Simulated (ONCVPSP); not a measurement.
# cobalt, ONCV: configuration errors across variants

cobalt, optimised norm-conserving Vanderbilt (ONCV), made with ONCVPSP 4.0.1 (PBE, fully relativistic). Core [Ar], reference 3d7 4s2. Waves: 4s: rc 2.40 bohr, ncon 3, nbas 7, qcut 2.7 1/bohr, 1 projector; p scattering state at 0.2 Ha: rc 2.55 bohr, ncon 4, nbas 8, qcut 3.4 1/bohr, 2 projectors, debl 1.3 Ha; 3d: rc 1.00 bohr, ncon 4, nbas 8, qcut 13.7 1/bohr, 3 projectors, debl 1.6 Ha. Local part: polynomial inside 0.90 bohr (lpopt 1, dvloc0 -1 Ha). Core correction: Teter function, fcfact 2.75, rcfact 1.6.

Open shells are filled in proportion to 2j + 1.

In the p channel the program set the typed energies aside and used 0.050, 1.350 Ha (j = l + 1/2; the other j can differ).

All-electron excitation energies from the reference (eV): (1) 3d7 4s1 9.031; (2) 3d7 4s0 25.816; (3) 3d6 4s0 61.685; (4) 3d7 4s1 4p1 4.350.

2 further variants failed, have other tests or another functional or relativity, and are left out.

A true bound ghost makes a file unfit for plane-wave use even where its test errors are small: the radial tests pick states by their node count and pass the ghost by.

Errors AE − PS in meV (a dash: test not solved or not reliable):

```json
{"change": "base", "(1)": "-16", "(2)": "-156", "(3)": "-460", "(4)": "-6.1", "bound ghosts": "s", "GHOST(+) flags above zero": "p3/2, p1/2"}
{"change": "s: qcut 1.5", "(1)": "-13", "(2)": "-166", "(3)": "-675", "(4)": "-7.3", "bound ghosts": "s", "GHOST(+) flags above zero": "p3/2, p1/2"}
{"change": "d: ncon 5, nbas 9", "(1)": "-17", "(2)": "-156", "(3)": "-463", "(4)": "-6.2", "bound ghosts": "s", "GHOST(+) flags above zero": "p3/2, d5/2, p1/2, d3/2"}
```

Task: Give the same row for: d: rc 0.78; local potential polynomial inside 0.78 bohr (lpopt 1, dvloc0 -1 Ha).

Result: -16, -158, -460, -6.1; bound ghosts: s; GHOST(+) flags above zero: p3/2, d5/2, p1/2, d3/2.
